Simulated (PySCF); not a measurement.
## Two-component Hartree-Fock for La(22+) (lanthanum, charge +22)

Start: [Ar] 3d10 4s2 4p5; 4p1/2 filled at m_j = -1/2, +1/2; 4p3/2 filled at m_j = -1/2, +1/2, +3/2. Calculated with PySCF 2.14 in an even-tempered Gaussian basis (18 s from 1.5 bohr⁻², ratio 2.8; 14 p from 2 bohr⁻², ratio 2.8; 9 d from 3.5 bohr⁻², ratio 2.8; 4 f from 12 bohr⁻², ratio 3): generalised Hartree-Fock with the X2C-1e Hamiltonian and a Gaussian nucleus; spin-orbit coupling (SO) screened by Boettger's factors.

| spinor shell | electrons | ε, screened SO (eV) | weight of nominal j (screened SO) | rms radius, screened SO (bohr) |
| --- | --- | --- | --- | --- |
| 1s1/2 | 2 | -39751.6 | 1.000 | 0.0286 |
| 2s1/2 | 2 | -6964.1 | 1.000 | 0.116 |
| 2p1/2 | 2 | -6592.2 | 1.000 | 0.1000 |
| 2p3/2 | 4 | -6174.3 | 1.000 | 0.106 |
| 3s1/2 | 2 | -1997.9 | 1.000 | 0.301 |
| 3p1/2 | 2 | -1841.3 | 1.000 | 0.292 |
| 3p3/2 | 4 | -1755.3 | 1.000 | 0.304 |
| 3d3/2 | 4 | -1484.6 | 0.999 | 0.275 |
| 3d5/2 | 6 | -1466.2 | 1.000 | 0.279 |
| 4s1/2 | 2 | -819.89 | 1.000 | 0.642 |
| 4p1/2 | 2 | -753.60 | 0.995 | 0.659 |
| 4p3/2 | 3 | -730.91 | 0.997 | 0.682 |

| quantity | screened SO |
| --- | --- |
| E (hartree) | -8280.14877 |
| M_J | 3/2 |
| ⟨J²⟩ | 3.752 |
| ⟨L²⟩ | 2.025 |
| ⟨S²⟩ | 0.774 |

Each row is a mean over spinors that exchange with the open shell spreads, by up to 8.869 eV (4s1/2).

Breit and QED terms are absent; they matter most for the inner s and p1/2 levels.

Densities and radii are taken from the X2C orbitals without a picture-change correction, which distorts them close to the nucleus.
